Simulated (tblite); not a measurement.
Task: Give a GFN2-xTB geometry of InChI=1S/C5H12O2Si/c1-6-8-7-4-5-2-3-5/h5H,2-4,8H2,1H3.

Result: 
```
atom  x, y, z in Å
C1     4.028    0.399    0.004
O2     2.679    0.637   -0.219
Si3    1.569   -0.476   -0.574
O4     0.287    0.481   -0.745
C5    -1.013    0.083   -1.054
C6    -1.787   -0.317    0.179
C7    -2.532    0.722    0.962
C8    -3.286   -0.291    0.156
H9     4.533    0.130   -0.928
H10    4.174   -0.415    0.719
H11    4.476    1.310    0.402
H12    1.868   -1.199   -1.818
H13    1.439   -1.463    0.505
H14   -0.988   -0.758   -1.760
H15   -1.503    0.932   -1.543
H16   -1.304   -1.111    0.734
H17   -2.551    0.642    2.038
H18   -2.504    1.739    0.603
H19   -3.819   -1.071    0.677
H20   -3.771    0.036   -0.750
```

Orientation and origin are arbitrary. Atoms count from 1 in this order. O2 (silyl ether oxygen) is bent (angle 125.9°). Of the pairs four or more bonds apart, Si3···H16 is among the closest relative to their van der Waals radii: 3.22 Å, 98 % of the sum of Bondi's values. All internal angles of the 3-membered ring C6–C7–C8 are 60.0°. O4 (silyl ether oxygen) is bent (angle 126.6°).

Bonds between heavy atoms (Å): C1–O2 1.389, O2–Si3 1.612, Si3–O4 1.609, O4–C5 1.395, C5–C6 1.510, C6–C7 1.499, C7–C8 1.497, C6–C8 1.499.

Structure optimised with GFN2-xTB, isolated species.

Point group: C1 (no symmetry element, even within 0.4 Å). Its GFN2-xTB frequencies are all real (lowest 24 cm⁻¹). The numbers are those of one conformer (C1–O2–Si3–O4 -178°, O2–Si3–O4–C5 -179°, Si3–O4–C5–C6 86°, O4–C5–C6–C7 87°). 3 starts were optimised and ended at 0.00, 1.60 and 2.93 kcal/mol (GFN2-xTB); the lowest of these is shown.

Time: 3.7 s of wall time. Hardware: one thread, Intel Xeon at 2.70 GHz (x86_64), shared host with 64 logical CPUs at a one-minute load of 55. This is the geometry optimisation.

All values are computed, not measured.
